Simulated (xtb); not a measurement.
xtb input:

```bash
xtb mol.xyz --gfn 2 --sp --chrg -1 --uhf 0
```
mol.xyz:
```
4

C      0.28394200    -0.06438583    -0.02034964
Br     0.34753579     1.75978183    -0.47948918
Br    -0.00023960    -0.49137397     1.79055149
Br    -0.39597196    -1.25737028    -1.30757380
```

Task: Predict the final energy.

Result: -14.57074 Eh (GFN2-xTB).

This state (charge -1, singlet) is run at the relaxed geometry of the species with charge 0 and multiplicity 2.
